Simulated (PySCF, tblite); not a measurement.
Isomers of C6H9F2 (doublet state), one GFN2-xTB conformer each. Single-point energies are computed at B3LYP/pcH-1 (PySCF, gas phase, no added dispersion term), electronic only. GFN2-xTB treats the open shell by occupation alone, and not every SCF solution was tested for stability.

**Question.** Rank them by B3LYP/pcH-1 energy, lowest first (kJ/mol).
A. `[CH2:1]=[CH:2][CH:3][C@@H:4]([CH3:5])[CH:6]([F:7])[F:8]` (doublet state) with C1–C2–C3–C4 -179°, C2–C3–C4–C5 121°, C3–C4–C6–F7 61°
B. `[CH2:1]=[C:2]([F:3])[CH2:4][C:5]([CH3:6])[CH2:7][F:8]` (doublet state) with C1–C2–C4–C5 96°, C2–C4–C5–C6 87°, C4–C5–C7–F8 -42°

**Answer.** A (0.0), B (71.6).

As drawn, the lower has two fluorines on one carbon, which the higher lacks. GFN2-xTB itself gives, in the same order: 0.0, 45.5. Both levels put the same isomer lowest.

**Question.** What happens when harmonic zero-point energies from GFN2-xTB frequencies are added?

**Answer.** 
```json
{"SMILES": "C=C[CH][C@@H](C)C(F)F", "ZPE (kJ/mol)": "349.1", "electronic (kJ/mol)": "0.0", "with ZPE (kJ/mol)": "0.0"}
{"SMILES": "C=C(F)C[C](C)CF", "ZPE (kJ/mol)": "346.5", "electronic (kJ/mol)": "71.6", "with ZPE (kJ/mol)": "69.0"}
```

The zero-point energies span 2.6 kJ/mol. The order is unchanged.
